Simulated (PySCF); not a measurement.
Isomers of [C8H11]+ (charge +1). Theory: PBE0-D3(BJ)/def2-SVP geometry optimisation, gas phase in PySCF. Energies are electronic, without zero-point or thermal terms, for one conformer each. No frequencies were run at this level. Point groups hold within 0.08 Å.

Question: Rank from lowest to highest electronic energy at this level (kcal/mol).
A. `[CH3:1][CH2:2][C:3]1=[CH:4][CH:5]=[CH:6][CH2:7][CH+:8]1` (charge +1) with C1–C2–C3–C4 79°
B. `[CH:1]1=[C:2]([CH:3]2[CH2:4][CH2:5]2)[CH+:6][CH2:7][CH2:8]1` (charge +1) with C1–C2–C3–C4 -35°
C. `[CH2:1]=[C:2]([CH3:3])[C+:4]1[CH:5]=[CH:6][CH2:7][CH2:8]1` (charge +1) with C1–C2–C4–C5 -1°

Answer: A (0.0), C (3.8), B (20.1).

As drawn, the highest has a three-membered ring, which the lowest lacks. Neighbours under 5.0 kcal/mol apart (CCC1=CC=CC[CH+]1 and C=C(C)[C+]1C=CCC1) can change places with a better method, another conformer or zero-point energy.

```
             SMILES      E (Eh)  E rel (kcal/mol)  dipole about centre of mass (D)  point group     A, B, C (MHz)
   CCC1=CC=CC[CH+]1  -310.60047               0.0                             3.34           C1  4359, 1422, 1178
  C=C(C)[C+]1C=CCC1  -310.59438               3.8                             1.19           Cs  4230, 1530, 1147
C1=C(C2CC2)[CH+]CC1  -310.56846              20.1                             3.86           Cs  5413, 1311, 1166
```

Question: How do the relative energies change in single points at CAM-B3LYP/def2-SVPD (no added dispersion term) on the same geometries?

Answer: 
```tsv
SMILES	PBE0-D3(BJ)/def2-SVP (kcal/mol)	CAM-B3LYP/def2-SVPD (kcal/mol)	shift
CCC1=CC=CC[CH+]1	0.0	0.0	0.0
C=C(C)[C+]1C=CCC1	3.8	4.2	+0.4
C1=C(C2CC2)[CH+]CC1	20.1	21.9	+1.8
```

Each column counts from its own lowest isomer. The order is unchanged; the largest shift is 1.8 kcal/mol.
